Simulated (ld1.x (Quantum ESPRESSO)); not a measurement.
What one change does to a pseudopotential (silicon, TM)

```
Element                 : silicon
Generator               : ld1.x (Quantum ESPRESSO) 7.5
Type                    : norm-conserving Troullier–Martins (Kleinman–Bylander form)
Functional              : PBEsol
Relativity              : non-relativistic
Frozen core             : [Ne]
Valence charge          : 4
Reference configuration : 3s1 3p3
Partial waves           : 3s (bound): rc 1.40 bohr; 3p (bound): rc 1.75 bohr; 3d channel at -0.15 Ry: rc 1.50 bohr
Local potential         : all-electron potential smoothed inside 1.20 bohr (lloc = -1)
Core correction         : Bessel-smoothed model core inside 1.30 bohr
```

Change: all radii but the core radius scaled by about 1.27 (s 1.78, p 2.22, d 1.90 bohr); local potential all-electron potential smoothed inside 1.52 bohr (lloc = -1).

Cutoffs: the cutoffs (Ry, on a coarse ladder) from which the occupation-weighted sum of valence levels, in a spherical-Bessel basis at the reference potential, stays within 10 and 1 mRy of its value at 400 Ry; they do not see the model core or the augmentation charge, which bear on the density cutoff. Errors are all-electron minus pseudo energies relative to the spin-unpolarised reference configuration.

Task: Predict the effect on cutoff, ghosts and configuration errors.

Result: The potential gets softer (15 Ry and 55 Ry → 12 Ry and 35 Ry); of the 7 tests that both files solve, the error grows in 1 and shrinks in 3 by more than 15 % and 0.3 meV (median size 1.7 → 2.4 meV); neither file shows a bound ghost. A larger radius leaves more room for a smooth pseudo-wave, so fewer plane waves are needed.

```csv
quantity,base,changed
"cutoff, loose",15 Ry,12 Ry
"cutoff, tight",55 Ry,35 Ry
bound ghosts,none,none
"error for 3s2 3p2, meV [ΔE -6.74 eV]",+1.4,-1.1
"error for 3s2 3p1, meV [ΔE 0.99 eV]",-1.6,-1.6
"error for 3s2 3p0, meV [ΔE 16.96 eV]",+35,+15
"error for 3s2 3p1.5, meV [ΔE -3.82 eV]",-1.7,-2.4
"error for 3s1 3p0, meV [ΔE 50.79 eV]",+215,+76
"error for 3s1 3p2, meV [ΔE 8.33 eV]",+6.3,+3.6
"error for 3s0 3p4, meV [ΔE 6.88 eV]",-1.4,-1.6
```
